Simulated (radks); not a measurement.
Question: Spherical quantum dot in the effective-mass picture: electrons in a well V = -V0 / (1 + exp((r - R)/a)) with V0 = 1.56, R = 10.4, a = 0.78, with a point charge +2 (a donor) at the centre, all in effective atomic units (hartree* = m*/eps^2 hartree, bohr* = eps/m* bohr), one dielectric constant everywhere. Method: non-relativistic Kohn-Sham, LDA (Slater exchange, Perdew-Wang correlation), spin-polarised, spherical densities; computed with a radial shooting solver with Libxc functionals. Levels are named by radial order and angular momentum (1s, 1p, 1d, 2s, ...), and open shells are averaged over m. Results are scaled to m* = 0.062 and eps = 15.5, for which hartree* = 7.022 meV and bohr* = 13.23 nm. At N = 7 the configuration is 1s2 1p(up 3, down 0) 2s2. Does electron 8 go into 1p down or 1d down or 1d up?

Answer: Into 1p down. The total energies of the other choices lie higher by 0.198 meV (1d up), 0.349 meV (1d down).
